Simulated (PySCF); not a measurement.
From one molecule to another.

First species: C5H5F4NO.
SMILES: `C(F)([C@]1(F)CC(=O)NC1)(F)F`

Second species: C₈H₆OS.
Numbering: `[OH:1][c:2]1[cH:3][cH:4][c:5]2[cH:6][s:7][cH:8][c:9]2[cH:10]1` (hydrogens: H11 on O1; H12 on C3; H13 on C4; H14 on C6; H15 on C8; H16 on C10)

Levels: PBE0/pcSseg-1 for HOMO energy, LUMO energy and HOMO–LUMO gap. Geometries: GFN2-xTB. All species are isolated and taken at one optimised geometry, non-relativistic unless stated. Electronic properties by PySCF.

Dipoles, sizes and rotational constants follow the conformer. The torsions of the flexible species, by atom-mapped SMILES:
- `[OH:1][c:2]1[cH:3][cH:4][c:5]2[cH:6][s:7][cH:8][c:9]2[cH:10]1`: H–O1–C2–C3 180°

The conformers of `O=C1C[C@@](F)(C(F)(F)F)CN1` aren't listed.

Values for the first species:

```
HOMO energy   : -7.78 eV
LUMO energy   : 0.44 eV
HOMO–LUMO gap : 8.22 eV
```

Q: Estimate the same properties for the second species, and the change in each.

A: 
```csv
property,first,second,second less first
HOMO energy,-7.78 eV,-5.76 eV,+2.02 eV
LUMO energy,0.44 eV,-1.48 eV,-1.92 eV
HOMO–LUMO gap,8.22 eV,4.28 eV,-3.94 eV
```

